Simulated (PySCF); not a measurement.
C2H3F3Si2, SMILES C(#C[SiH3])[Si](F)(F)F. Atoms are numbered in the order given.

```xyz
10

Si     0.0000     0.0000     3.4729
C      0.0000     0.0000     1.6271
C      0.0000     0.0000     0.4046
Si     0.0000     0.0000    -1.3940
F     -0.9626     1.1371    -1.9678
F     -0.5034    -1.4022    -1.9678
F      1.4661     0.2651    -1.9678
H      0.9599    -1.0360     3.9452
H      0.4172     1.3493     3.9452
H     -1.3771    -0.3133     3.9452
```

Geometry: PBE0-D3(BJ)/def2-SVP. This is a generated structure with no PubChem entry under its InChIKey; it may be hypothetical.

Two levels are set side by side: PBE/pcSseg-1 (PySCF) and B3LYP/pcSseg-1 (PySCF). GIAO shifts against CFCl3 (¹⁹F), TMS (²⁹Si), TMS (¹H), TMS (¹³C) at the same level; non-relativistic, no solvent, atoms listed together averaged. Differences are taken from unrounded values.

| quantity | B3LYP | PBE | PBE minus B3LYP |
|---|---|---|---|
| δ(²⁹Si) of Si1 (ppm) | -96.2 | -98.5 | -2.4 |
| δ(¹³C) of C2 (ppm) | 115.6 | 112.8 | -2.8 |
| δ(¹³C) of C3 (ppm) | 105.7 | 105.1 | -0.6 |
| δ(²⁹Si) of Si4 (ppm) | -93.2 | -86.4 | 6.8 |
| δ(¹⁹F) of F5, F6, F7 (ppm) | -150.9 | -162.8 | -11.9 |
| δ(¹H) of H8, H9, H10 (ppm) | 4.40 | 4.55 | 0.15 |

Rough cost on one machine, each run with all the roots and properties that it gave: B3LYP against PBE within a factor of 2.
